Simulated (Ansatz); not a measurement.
C2H3NO, SMILES `[H]/N=C1/CO1` (charge 0, multiplicity 1).

Cartesian coordinates (Å):
SMILES: [H]/N=C1/CO1
```xyz
7

N      1.6067     0.1350     0.3723
C      0.4203    -0.0673     0.0514
C     -0.9506     0.3367    -0.0339
O     -0.3923    -0.9796    -0.5146
H      2.2053    -0.6559     0.1348
H     -1.2837     0.9867    -0.8342
H     -1.6058     0.2444     0.8242
```
Charge 0, multiplicity 1.

Frozen-core energies in 6-31g from Ansatz (a program for electronic structure) at a geometry from B3LYP-D3(BJ)/def2-TZVP; the HF reference has <S^2> = 0.00 and the T1 diagnostic is 0.016.

```
level     energy (Ha)  difference from CCSDT(Q) (mHa)
--------  -----------  ------------------------------
HF         -206.59267                          449.64
MP2        -207.00832                           33.99
CCSD       -207.02576                           16.55
CCSD(T)    -207.03999                            2.32
CCSDT      -207.04050                            1.81
CCSDT(Q)   -207.04231                            0.00
```
